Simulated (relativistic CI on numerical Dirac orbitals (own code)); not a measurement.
# Calculated levels, Mo XIX

Calculated at this level of theory: Dirac-Coulomb-Breit CI, orbitals from a KLI potential per configuration, model QED, unscaled Slater integrals (own radial code, finite nucleus).

Configurations in the expansion (outside the closed core [Ne]): 3s2.3p6.3d6, 3s2.3p5.3d7, 3s2.3p4.3d8, 3s.3p6.3d7, 3p6.3d8, 3s2.3p6.3d5.4s, 3s.3p5.3d8, 3s2.3p6.3d5.4p, 3s2.3p6.3d5.4d, 3s2.3p6.3d5.4f, 3s2.3p6.3d4.4s2, 3s2.3p5.3d6.4s, 3s2.3p4.3d7.4s, 3s2.3p6.3d4.4s.4p, 3s2.3p4.3d7.4p, 3s2.3p5.3d6.4p, 3s2.3p6.3d5.5s, 3s2.3p6.3d4.4p2, 3s2.3p6.3d5.5p, 3s2.3p6.3d4.4s.4d, 3s.3p5.3d7.4s, 3s2.3p6.3d5.5d, 3s.3p6.3d6.4s, 3s.3p5.3d7.4p, 3s2.3p6.3d5.5f, 3s2.3p5.3d5.4s2, 3s.3p6.3d6.4p, 3p6.3d7.4s, 3s2.3p6.3d5.6p. Levels of other configurations are missing.

```tsv
No.	Configuration	Term	J	E (eV)	%	Next component (%)	Lifetime (s)
41	3s2.3p5.3d7	5G°	3	152.512	51	20 5F°	3.00e-11
42	3s2.3p5.3d7	1D°	2	152.746	29	21 3P°	4.63e-11
43	3s2.3p5.3d7	5D°	4	152.788	71	15 5F°	5.73e-11
44	3s2.3p5.3d7	3D°	2	153.214	53	19 3P°	2.45e-11
45	3s2.3p5.3d7	3H°	6	153.973	89	8 3I°	3.47e-11
46	3s2.3p5.3d7	3G°	4	154.718	52	20 5F°	1.41e-11
47	3s2.3p5.3d7	5G°	2	155.183	33	19 3F°	3.02e-11
48	3s2.3p5.3d7	3P°	1	155.395	56	15 5F°	1.86e-11
49	3s2.3p5.3d7	5F°	3	156.207	36	32 5D°	1.14e-11
50	3s2.3p5.3d7	3D°	1	156.700	38	29 5F°	1.17e-11
51	3s2.3p5.3d7	3F°	4	156.777	46	35 5D°	1.21e-11
52	3s2.3p5.3d7	3H°	5	157.991	65	20 5F°	1.47e-11
53	3s2.3p5.3d7	3G°	3	158.356	51	19 3F°	1.55e-11
54	3s2.3p5.3d7	5F°	2	158.705	26	24 5D°	8.89e-12
55	3s2.3p5.3d7	5D°	0	160.374	40	32 1S°	1.04e-11
56	3s2.3p5.3d7	3I°	7	160.694	100		4.65e-11
57	3s2.3p5.3d7	3H°	4	161.059	29	24 3F°	1.21e-11
58	3s2.3p5.3d7	1D°	2	161.164	40	18 5S°	1.33e-11
59	3s2.3p5.3d7	5D°	3	161.619	34	31 5P°	4.61e-12
60	3s2.3p5.3d7	1H°	5	161.732	50	16 3G°	1.46e-11
61	3s2.3p5.3d7	5D°	1	162.156	51	20 5F°	5.44e-12
62	3s2.3p5.3d7	5P°	2	162.337	26	16 5S°	6.55e-12
63	3s2.3p5.3d7	1F°	3	162.842	37	27 5G°	9.58e-12
64	3s2.3p5.3d7	1G°	4	164.033	31	22 3G°	8.52e-12
65	3s2.3p5.3d7	3P°	2	164.263	45	29 3D°	4.83e-12
66	3s2.3p5.3d7	3D°	3	164.745	40	30 5P°	4.84e-12
67	3s2.3p5.3d7	5D°	0	165.809	65	24 3P°	3.67e-12
68	3s2.3p5.3d7	3H°	5	166.222	29	27 3G°	7.32e-12
69	3s2.3p5.3d7	3I°	6	166.462	63	35 3H°	1.10e-11
70	3s2.3p5.3d7	3D°	3	166.657	29	28 5D°	4.07e-12
71	3s2.3p5.3d7	3F°	4	166.657	33	21 1G°	5.52e-12
72	3s2.3p5.3d7	3P°	1	167.675	46	17 5D°	3.62e-12
73	3s2.3p5.3d7	3F°	2	167.682	38	28 5G°	1.01e-11
74	3s2.3p5.3d7	5D°	2	168.487	55	12 3D°	3.21e-12
75	3s2.3p5.3d7	3G°	4	168.855	45	22 3H°	7.12e-12
76	3s2.3p5.3d7	5D°	1	169.286	38	37 3D°	4.09e-12
77	3s2.3p5.3d7	3F°	3	169.458	52	13 5F°	4.46e-12
78	3s2.3p5.3d7	3D°	3	170.214	31	22 5D°	4.61e-12
79	3s2.3p5.3d7	3H°	6	170.284	55	31 1I°	4.06e-12
80	3s2.3p5.3d7	3F°	4	170.669	33	31 5D°	3.38e-12
81	3s2.3p5.3d7	5P°	1	170.956	59	14 3P°	3.12e-12
82	3s2.3p5.3d7	3F°	2	170.966	34	17 3P°	4.88e-12
83	3s2.3p5.3d7	3G°	5	172.278	81	16 3H°	8.82e-12
84	3s2.3p5.3d7	5D°	0	172.336	62	37 3P°	4.52e-12
85	3s2.3p5.3d7	3D°	1	172.886	41	25 1P°	3.67e-12
```

Energies count from the lowest computed level; ° marks odd parity; lifetimes are radiative, by E1, M1, E2, M2 decay to levels of this space only.

The mean weight of the leading LS term, summed over parents, in these 45 levels is 47 %, and that of the leading jj configuration (from the same eigenvectors) 52 %.

At this charge energies of transitions that change n are usually good to better than 1 %, and those within a shell (Δn = 0) to a few per cent. Terms inside the open d or f shell come out 10 to 20 % too wide with unscaled integrals.

LS names give the leading component of a level, which can be under half, so a name can repeat, a term be missing and a line seem to break the LS rules.
